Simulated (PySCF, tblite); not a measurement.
A database entry of computed molecular properties. Lists by class give the value and the number of equivalent atoms.

```json
{
 "formula": "C5H11F2PSi",
 "smiles": "FC[C@@H]1CCC[Si@]1(F)P",
 "charge": 0,
 "multiplicity": 1,
 "geometry_level": "GFN2-xTB",
 "atoms_angstrom": [
  ["F", -0.426, 1.64, 1.793],
  ["C", -1.535, 1.067, 1.198],
  ["C", -1.099, 0.035, 0.177],
  ["C", -0.469, -1.199, 0.831],
  ["C", 0.34, -1.944, -0.229],
  ["C", 1.29, -0.949, -0.903],
  ["Si", 0.262, 0.658, -1.02],
  ["F", -0.409, 0.739, -2.508],
  ["P", 1.022, 2.708, -0.564],
  ["H", -2.128, 0.631, 2.009],
  ["H", -2.086, 1.887, 0.729],
  ["H", -1.986, -0.265, -0.385],
  ["H", -1.227, -1.849, 1.271],
  ["H", 0.201, -0.87, 1.629],
  ["H", -0.345, -2.348, -0.976],
  ["H", 0.888, -2.776, 0.214],
  ["H", 2.175, -0.807, -0.283],
  ["H", 1.629, -1.32, -1.868],
  ["H", 1.896, 2.306, 0.428],
  ["H", 2.002, 2.667, -1.546]
 ],
 "electronic_structure_code": "PySCF",
 "results": {
  "GFN2-xTB geometry": {
   "point_group": "C1",
   "rotational_constants_GHz": [1.289, 1.102, 0.774]
  },
  "PBE0/pcSseg-1 ground state and GIAO shieldings, non-relativistic": {
   "dipole_D": 2.09,
   "homo_eV": -7.47,
   "lumo_eV": 0.31,
   "shift_vs_computed_TMS_C_by_class_ppm": [
    [86.8, 1],
    [38.2, 1],
    [33.6, 1],
    [28.9, 1],
    [23.6, 1]
   ],
   "shift_vs_computed_TMS_H_by_class_ppm": [
    [5.2, 1],
    [4.81, 1],
    [2.12, 1],
    [1.92, 1],
    [1.59, 1],
    [1.41, 1],
    [1.3, 1],
    [1.21, 2],
    [1.12, 1],
    [0.6, 1]
   ],
   "shielding_other_nuclei_by_class_ppm": [
    ["F", 356.3, 1],
    ["F", 415.1, 1],
    ["Si", 278.7, 1],
    ["P", 607.2, 1]
   ],
   "charges_hirshfeld_e_by_atom": [-0.1, 0.02, -0.13, -0.07, -0.07, -0.16, 0.4, -0.22, -0.01, 0.04, 0.04, 0.05, 0.04, 0.03, 0.04, 0.04, 0.04, 0.04, -0.01, -0.01]
  },
  "GFN2-xTB harmonic vibrations, gas phase": {
   "strongest_ir_bands_cm-1_km_per_mol_modes": [
    [773.9, 104.4, 1],
    [783.6, 152.6, 1],
    [957.2, 78.9, 1],
    [2297.7, 103.9, 1],
    [2384.0, 128.0, 1],
    [2995.1, 78.3, 1]
   ],
   "zpe_kcal_per_mol": 95.4
  }
 }
}
```

The dipole equals about 7.0 × 10⁻³⁰ C·m (1 D = 3.33564 × 10⁻³⁰ C·m). With B = h/(8π²I), that is 505.379 GHz u Å² over I, the principal moments of inertia are 392.0, 458.4 and 652.6 u Å² (most abundant isotopes); the inertial defect Ic − Ia − Ib is -197.8 u Å² (zero for a rigid planar frame, negative otherwise).

 NMR classes are plain means over equivalent atoms (diastereotopic ones count apart unless rotation or inversion swaps them), as if these changed places fast; in this geometry the members of some classes differ.

One conformer stands for the species.
